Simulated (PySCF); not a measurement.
**Exercise with solution: refractive index and permittivity of the vapour**

TlI, SMILES [I][Tl].

Geometry: B3LYP-D3(BJ)/def2-TZVP. The def2 effective core potentials stand for the cores of I, Tl; spin–orbit coupling is left out.

PBE/def2-TZVPD in PySCF gives a mean static polarisability of 85.9 bohr³ and a dipole moment of 4.44 D. Take an ideal gas at 298.15 K and 1 bar, whether or not the substance is that volatile.

Work out n − 1 in the optical limit and the static ε − 1.


Polarisability volume α' = 85.9 × 0.148185 = 12.73 Å³. Number density N = p/kT = 2.43e-5 Å⁻³.
Dilute limit of Lorentz–Lorenz: n − 1 = 2π N α' = 0.0019.
Orientation term of Debye: μ²/(3kT) = 8.098 Å³ × μ²(D²) = 159.64 Å³.
ε − 1 = 4π N (α' + μ²/3kT) = 0.053. Orientation of the dipole supplies 93 % of the static response; it can't follow optical fields. Vibrational polarisation and dispersion are left out.
